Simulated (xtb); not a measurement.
C₂H₇OSi, doublet, at a GFN2-xTB geometry; xtb with GFN2-xTB.

The xtb input:
```
$ xtb mol.xyz --gfn 2 --uhf 1 --grad --json

# file mol.xyz
11

C     -1.25117299    -1.14189568    -0.08340094
Si    -0.05201846     0.40660041    -0.28931395
C      1.52901773    -0.73370817    -0.00961272
O     -0.23588869     1.46340425     0.79243281
H     -1.03290529    -1.90381264    -0.81733669
H     -1.16645880    -1.53241009     0.91999748
H     -2.23728515    -0.72883310    -0.24052025
H     -0.06203034     0.73298104    -1.71758477
H      1.50806457    -1.13973666     0.99098121
H      2.36169124    -0.05361154    -0.11846018
H      1.57722329    -1.52059366    -0.74806204
```

**Question.** What does xtb print? Leave out banner, timings and long lists.

**Answer.** 
```
   ID    Z sym.   atoms
    1    6 C      1, 3
    2   14 Si     2
    3    8 O      4
    4    1 H      5-11

           -------------------------------------------------
          |                Calculation Setup                |
           -------------------------------------------------

           -------------------------------------------------
          |                 G F N 2 - x T B                 |
           -------------------------------------------------

          ...................................................
          :                      SETUP                      :
          :.................................................:
          :  # basis functions                  29          :
          :  # atomic orbitals                  28          :
          :  # shells                           16          :
          :  # electrons                        25          :
          :  max. iterations                   250          :
          :  Hamiltonian                  GFN2-xTB          :
          :  restarted?                      false          :
          :  GBSA solvation                  false          :
          :  PC potential                    false          :
          :  electronic temp.          300.0000000     K    :
          :  accuracy                    1.0000000          :
          :  -> integral cutoff          0.2500000E+02      :
          :  -> integral neglect         0.1000000E-07      :
          :  -> SCF convergence          0.1000000E-05 Eh   :
          :  -> wf. convergence          0.1000000E-03 e    :
          :  Broyden damping             0.4000000          :
          :  net charge                          0          :
          :  unpaired electrons                  1          :
          ...................................................

 iter      E             dE          RMSdq      gap      omega  full diag
   1    -13.6776997 -0.136777E+02  0.820E+00    6.78       0.0  T
   2    -13.7069679 -0.292683E-01  0.651E+00    6.13       1.0  T
   3    -13.7337275 -0.267595E-01  0.416E+00    6.48       1.0  T
   4    -13.7739785 -0.402510E-01  0.155E+00    6.46       1.0  T
   5    -13.7732670  0.711474E-03  0.107E+00    6.68       1.0  T
   6    -13.7737651 -0.498129E-03  0.612E-01    6.41       1.0  T
   7    -13.7761542 -0.238906E-02  0.262E-01    6.57       1.0  T
   8    -13.7763646 -0.210402E-03  0.799E-02    6.63       1.0  T
[...]
         :: total energy             -13.611628543115 Eh    ::
[...]
     7   1 H        0.926     0.040     2.451     2.448
     8   1 H        0.918    -0.078     4.863     3.449
     9   1 H        0.926     0.051     2.304     2.374
    10   1 H        0.926     0.040     2.451     2.448
    11   1 H        0.926     0.046     2.373     2.409

 Mol. C6AA /au·bohr⁶  :       1281.830469
 Mol. C8AA /au·bohr⁸  :      39178.860926
 Mol. α(0) /au        :         58.416437

Wiberg/Mayer (AO) data.
largest (>0.10) Wiberg bond orders for each atom

 ---------------------------------------------------------------------------
     #   Z sym  total        # sym  WBO       # sym  WBO       # sym  WBO
 ---------------------------------------------------------------------------
     1   6 C    3.886 --     7 H    0.999     5 H    0.998     6 H    0.997
                             2 Si   0.614     3 C    0.134
     2  14 Si   4.099 --     4 O    2.026     8 H    0.881     1 C    0.614
                             3 C    0.614
     3   6 C    3.886 --    10 H    0.999    11 H    0.998     9 H    0.997
                             2 Si   0.614     1 C    0.134
     4   8 O    2.279 --     2 Si   2.026
     5   1 H    0.998 --     1 C    0.998
     6   1 H    0.997 --     1 C    0.997
     7   1 H    0.998 --     1 C    0.999
     8   1 H    0.994 --     2 Si   0.881
     9   1 H    0.997 --     3 C    0.997
    10   1 H    0.998 --     3 C    0.999
    11   1 H    0.998 --     3 C    0.998
 ---------------------------------------------------------------------------

Topologies differ in total number of bonds
Writing topology from bond orders to xtbtopo.mol

molecular dipole:
                 x           y           z       tot (Debye)
 q only:        0.149      -0.911      -0.567
   full:        0.261      -1.630      -0.836       4.703
molecular quadrupole (traceless):
                xx          xy          yy          xz          yz          zz
 q only:        2.197       0.688      -1.953       0.411      -2.340      -0.244
  q+dip:        2.358       0.970      -3.633       0.410      -2.567       1.275
   full:        5.024       1.418      -3.708       0.741      -3.856      -1.316

           -------------------------------------------------
          | TOTAL ENERGY              -13.611628543115 Eh   |
          | GRADIENT NORM               0.000065078293 Eh/α |
          | HOMO-LUMO GAP               6.640021790606 eV   |
           -------------------------------------------------

normal termination of xtb
```
